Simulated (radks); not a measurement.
All-electron atom: Dy16+ in [Kr] 4d10 4f4 (the NIST ground configuration).

Method: scalar-relativistic Kohn-Sham, PBE, spin-polarised, spherical densities, finite nucleus; open shells are filled with parallel spins first (spin-orbit coupling, left out, can overturn this in heavy ions); Fermi nuclear charge, rms radius 5.2218 fm; computed with a radial shooting solver on a logarithmic mesh with Libxc functionals.

Energy parts (hartree):
| part | energy |
|---|---|
| total | -12071.5237 |
| kinetic | 13027.6077 |
| electron-nucleus | -28856.8328 |
| Hartree | 4007.6825 |
| exchange-correlation | -249.9811 |

Orbitals (lengths in bohr, moments of r in powers of bohr; <r^-3> diverges for s and p1/2):
orbital  occ.  eigenvalue (hartree)  <r^-3>  <1/r>
1s down     1             -1985.061       -  74.55
1s up       1             -1985.060       -  74.55
2s up       1             -341.7391       -  17.32
2s down     1             -341.7371       -  17.32
2p up       3             -304.7571   12810  16.09
2p down     3             -304.7560   12810  16.09
3s up       1             -86.58067       -  6.377
3s down     1             -86.48603       -  6.383
3p up       3             -75.22207    2725  5.978
3p down     3             -75.12794    2731  5.984
3d up       5             -60.60197   364.5  5.668
3d down     5             -60.53017   365.4  5.674
4s up       1             -27.43706       -  2.749
4s down     1             -27.24795       -  2.746
4p up       3             -23.60150   652.3  2.544
4p down     3             -23.41664   650.0  2.540
4d up       5             -18.36582   77.00  2.297
4d down     5             -18.18394   76.61  2.293
4f up       4             -12.53139   14.35  1.971
4f down     0             -12.34527   14.28  1.964
5s up       0             -12.24684       -  1.325
5s down     0             -12.13720       -  1.318
5p up       0             -10.89231   185.3  1.227
5p down     0             -10.79157   183.0  1.221

The highest occupied level is 4f up at -341.00 eV. The electron density at the nucleus is 7.771e+05 e/bohr^3 (large components only). For comparison, the ionisation energy in NIST's Atomic Spectra Database is 366 eV (theoretical). In exact Kohn-Sham theory the highest level is minus the ionisation energy, but local and semilocal functionals leave it too shallow, through self-interaction and a potential that decays too fast; potentials with the right tail come closer. Summed over all electrons, <r^2> = 9.241 bohr^2, which gives a Langevin (diamagnetic) susceptibility term of -7.32 x 10^-6 cm^3/mol.
